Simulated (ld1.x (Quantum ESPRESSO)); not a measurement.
Pseudopotential generation for rhodium (Rh): TM semilocal, PBE, scalar-relativistic.

rhodium (Rh), norm-conserving Troullier–Martins (semilocal form), made with ld1.x (Quantum ESPRESSO) 7.5 (PBE, scalar-relativistic). Core [Kr], reference 4d8 5s0.75 5p0.25. Waves: 5s (bound): rc 2.85 bohr; 5p (bound): rc 2.65 bohr; 4d (bound): rc 2.10 bohr; 4f channel at 0.2 Ry: rc 2.90 bohr. Local part: the f channel. Core correction: none.

All-electron outer shells of the reference configuration (PBE, scalar-relativistic, ld1.x):

```
shell  level (eV)  outermost node (bohr)  outermost maximum (bohr)
   4s      -82.97                   0.47                      0.88
   4p      -50.91                   0.47                      0.94
   4d       -6.41                   0.46                      1.14
   5s       -4.63                   1.19                      2.63
   5p       -1.12                   1.35                      3.83
```

(1) Estimate the cutoffs (Ry, on a coarse ladder) from which the occupation-weighted sum of valence levels, in a spherical-Bessel basis at the reference potential, stays within 10 and 1 mRy of its value at 400 Ry.

(2) Which valence shell sets the plane-wave cutoff?

(3) Tests: 4d8 5s1 5p0; 4d8 5s0 5p0; 4d7 5s0 5p0; 4d9 5s0 5p0; 4d8 5s0 5p1; 4d8.5 5s0.5 5p0; 4d7 5s2 5p0. Which has the largest error in its energy relative to the reference configuration, and how large is it?

Results:

(1) 45 Ry and 55 Ry.

(2) 4d: its level needs 45 Ry to come within 1 mRy, against 15 Ry for 5s.

(3) 4d7 5s2 5p0, with -42 meV (all-electron minus pseudo) on +1.61 eV.
